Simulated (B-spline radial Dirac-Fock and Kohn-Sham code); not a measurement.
Model: configuration-average Dirac-Fock orbitals. Program: a B-spline atomic structure program.

Q: This computed X-ray form factor belongs to an atom or ion in its tabulated ground configuration. Which?

```
sin θ/λ (Å⁻¹)      f₀
         0.05  47.928
          0.1  47.713
         0.21  46.756
         0.32  45.189
         0.41  43.522
         2.48  13.098
         3.89   7.333
         4.87   5.410
         6.11   4.353
```

A: Pb³⁴⁺, with 48 electrons in [Kr] 4d10 4f2. f₀ tends to the number of electrons as s goes to zero, which the first rows give only roughly, and the rate of fall reflects the nuclear charge, 82.

Q: This computed X-ray form factor belongs to an atom or ion in its tabulated ground configuration. Which?

| sin θ/λ (Å⁻¹) | f₀ |
| --- | --- |
| 0.1 | 25.842 |
| 0.15 | 25.645 |
| 0.25 | 25.032 |
| 0.3 | 24.622 |
| 0.5 | 22.422 |
| 0.8 | 18.152 |
| 1.1 | 13.914 |
| 5 | 2.296 |
| 6 | 1.694 |

A: Cd²²⁺, with 26 electrons in [Ar] 3d8. f₀ tends to the number of electrons as s goes to zero, which the first rows give only roughly, and the rate of fall reflects the nuclear charge, 48.

Q: This computed X-ray form factor belongs to an atom or ion in its tabulated ground configuration. Which?

```csv
sin θ/λ (Å⁻¹),f₀
0.08,17.986
0.1,17.978
0.16,17.944
0.61,17.206
0.95,16.168
1.19,15.259
1.49,14.002
1.87,12.359
5.76,4.806
```

A: Hg⁶²⁺, with 18 electrons in [Ne] 3s2 3p6. f₀ tends to the number of electrons as s goes to zero, which the first rows give only roughly, and the rate of fall reflects the nuclear charge, 80.
